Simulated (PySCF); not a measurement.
Structure with atom numbers: `[CH2:1]=[CH:2][Si@@H:3]([CH3:4])[SiH3:5]`. Each H is labelled by its parent atom. Ha(C1) is cis to Si3; Hb(C1) is trans to Si3.

Geometry: PBE0-D3(BJ)/def2-SVP; GIAO shifts from PySCF 2.14, gas phase, non-relativistic, averaged over equivalent atoms.

At LC-wPBE/pcSseg-1 (149 basis functions, 25 s wall time on 1 thread of an Arm Neoverse V1, shared host):
```tsv
atoms	δ (ppm)
C1	149.8
C2	146.2
C4	-5.2
Si3	-38.0
Si5	-102.8
Ha(C1)	6.38
Hb(C1)	6.34
H(C2)	6.31
H(Si3)	4.28
H(Si5)	3.34
H(C4)	0.31
```

Shifts are taken against calculated references (same method and geometry level): 13C (188.56 ppm), 29Si (358.50 ppm), 1H (31.33 ppm) vs TMS.

What do these become at BP86/pcSseg-1?

Answers


```json
{"atoms": "C1", "δ at BP86/pcSseg-1": "141.1", "change": "-8.7"}
{"atoms": "C2", "δ at BP86/pcSseg-1": "142.3", "change": "-3.9"}
{"atoms": "C4", "δ at BP86/pcSseg-1": "-4.0", "change": "+1.2"}
{"atoms": "Si3", "δ at BP86/pcSseg-1": "-35.7", "change": "+2.3"}
{"atoms": "Si5", "δ at BP86/pcSseg-1": "-108.1", "change": "-5.3"}
{"atoms": "Ha(C1)", "δ at BP86/pcSseg-1": "6.25", "change": "-0.13"}
{"atoms": "Hb(C1)", "δ at BP86/pcSseg-1": "6.20", "change": "-0.14"}
{"atoms": "H(C2)", "δ at BP86/pcSseg-1": "6.30", "change": "-0.01"}
{"atoms": "H(Si3)", "δ at BP86/pcSseg-1": "4.48", "change": "+0.20"}
{"atoms": "H(Si5)", "δ at BP86/pcSseg-1": "3.47", "change": "+0.13"}
{"atoms": "H(C4)", "δ at BP86/pcSseg-1": "0.39", "change": "+0.08"}
```

Referencing at the same level of theory: 13C (179.74 ppm), 29Si (333.91 ppm), 1H (31.27 ppm) vs TMS.

The largest change is at C1 (terminal =CH2 carbon). Cost: 149 basis functions, 11 s wall time on 1 thread of an AMD EPYC 9R45 96-Core, shared host. The order of the carbon signals changes between the two levels.
